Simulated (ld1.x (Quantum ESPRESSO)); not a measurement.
## Before and after: RRKJ potential for Ge

* Element: germanium
* Generator: ld1.x (Quantum ESPRESSO) 7.5
* Type: norm-conserving RRKJ (Kleinman–Bylander form)
* Functional: PBEsol
* Relativity: scalar-relativistic
* Frozen core: [Ar] 3d10
* Valence charge: 4
* Reference configuration: 4s2 4p1.5 (charge +0.5)
* Partial waves: 4p (bound): rc 1.90 bohr; 4d channel at 0.25 Ry: rc 2.05 bohr; 4s (bound): rc 1.85 bohr
* Local potential: the s channel
* Core correction: none
* rho0: 0.005

All-electron outer shells of the reference configuration (PBEsol, scalar-relativistic, ld1.x):

```json
{"shell": "4s", "level (eV)": "-15.62", "outermost node (bohr)": "0.77", "outermost maximum (bohr)": "1.73"}
{"shell": "4p", "level (eV)": "-7.39", "outermost node (bohr)": "0.82", "outermost maximum (bohr)": "2.14"}
```

Change: local potential the d channel.

Cutoffs: the cutoffs (Ry, on a coarse ladder) from which the occupation-weighted sum of valence levels, in a spherical-Bessel basis at the reference potential, stays within 10 and 1 mRy of its value at 400 Ry; they do not see the model core or the augmentation charge, which bear on the density cutoff. Errors are all-electron minus pseudo energies relative to the spin-unpolarised reference configuration.

Question: Predict the effect on cutoff, ghosts and configuration errors.

Answer: The potential gets neither clearly harder nor softer (30 Ry and 40 Ry → 25 Ry and 45 Ry); the bound ghosts move from d to p, s; of the 7 tests that both files solve, the error grows in 4 and shrinks in 3 by more than 15 % and 0.3 meV (median size 7.7 → 3.4 meV); the range in which the p phases agree narrows (upper end at the end of the scan → 3.3). In the separable form a ghost depends on how the local part lies against the semilocal potential of the channel, so the choice of the local part can create or remove one.

```tsv
quantity	base	changed
cutoff, loose	30 Ry	25 Ry
cutoff, tight	40 Ry	45 Ry
bound ghosts	d	s, p
error for 4s2 4p2, meV [ΔE -2.80 eV]	-0.3	-1.4
error for 4s2 4p1, meV [ΔE 4.65 eV]	-1.8	-3.4
error for 4s2 4p0, meV [ΔE 20.10 eV]	-11	-28
error for 4s1 4p2, meV [ΔE 13.38 eV]	+7.7	+2.7
error for 4s0 4p4, meV [ΔE 13.41 eV]	+38	+29
error for 4s2 4p2.3, meV [ΔE -3.69 eV]	-0.9	-3.2
error for 4s1 4p0, meV [ΔE 54.88 eV]	+37	+7.4
s: phases at 2.26 bohr within 0.05 rad from the reference energy up to (Ry; the scan ends near 5)	2.9	3.1
p: phases at 2.26 bohr within 0.05 rad from the reference energy up to (Ry; the scan ends near 5)	to the end of the scan	3.3
d: phases at 2.26 bohr within 0.05 rad from the reference energy up to (Ry; the scan ends near 5)	1.3	0.9
```

 A true bound ghost makes a file unfit for plane-wave use even where its test errors are small: the radial tests pick states by their node count and pass the ghost by.
